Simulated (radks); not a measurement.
The numbers below are computed, except where a source is named.
All-electron atom: Nb34+ in [He] 2s2 2p3 (the NIST ground configuration).

Code: a radial shooting solver on a logarithmic mesh with Libxc functionals. Model: scalar-relativistic Kohn-Sham, BLYP, spin-polarised, spherical densities, point nucleus; open shells are filled with parallel spins first (spin-orbit coupling, left out, can overturn this in heavy ions).

Energy parts (hartree):
part                       energy
total                 -2613.39321
kinetic                2715.40697
electron-nucleus      -5501.29554
Hartree                 224.50152
exchange-correlation    -52.00617

Orbitals (lengths in bohr, moments of r in powers of bohr; <r^-3> diverges for s and p1/2; r(90%) holds 90 % of the orbital's charge):
orbital  occ.  eigenvalue (hartree)  r(90%)  <r^-3>
1s up       1             -780.4837  0.0645       -
1s down     1             -779.4824  0.0644       -
2s up       1             -173.8577   0.231       -
2s down     1             -172.1528   0.232       -
2p up       3             -165.8980   0.209    2629
2p down     0             -163.8355   0.211    2608

The highest occupied level is 2p up at -4514.3 eV. Spin moment in Bohr magnetons: 3. The density falls to 0.001 e/bohr^3 at r = 0.53 bohr. Summed over all electrons, <r^2> = 0.1181 bohr^2, which gives a Langevin (diamagnetic) susceptibility term of -0.0936 x 10^-6 cm^3/mol.
